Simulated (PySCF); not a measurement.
## Bond curve of BrF

Set-up: Br def2-SVP, F def2-SVP; no relativity (PySCF 2.14). Energies in eV from Br + F in their ground configurations at the same level. All curves are PBE0. state 1: ¹Σ⁺ (singlet), closed shell; state 2: ³Π (triplet), unpaired electrons σ ↑, π ↑, a second solution, started from another occupation.

```csv
R (Å),state 1,state 2
1.527,-1.234,2.8974
1.598,-1.938,1.7407
1.669,-2.319,0.8936
1.723,-2.452,0.4168
1.776,-2.487,0.0505
1.829,-2.448,-0.2242
1.900,-2.311,-0.4744
1.989,-2.048,-0.6438
2.096,-1.658,-0.6986
2.238,-1.090,-0.6286
```

Q: Put a parabola through the three lowest points of the state 1 curve and estimate Re, k and ωe (reduced mass 15.31 u; 1 eV/Å² = 0.16022 mdyn/Å; ωe = 1302.8·√(k/μ) cm⁻¹).

A: Through R = 1.723, 1.776, 1.829 Å the second-order coefficient is 13.2 eV/Å², so Re ≈ 1.775 Å, k ≈ 4.22 mdyn/Å and ωe ≈ 684 cm⁻¹. A polynomial fit of higher order to the unrounded PBE0 energies gives Re = 1.772 Å, k = 4.27 mdyn/Å, ωe = 688 cm⁻¹; anharmonicity and rounding make the difference.

The higher-order fit for each curve: state 1: Re = 1.772 Å, ωe = 688 cm⁻¹, De = 2.49 eV; state 2: Re = 2.091 Å, ωe = 396 cm⁻¹, minimum 0.70 eV below the ground-state fragments.
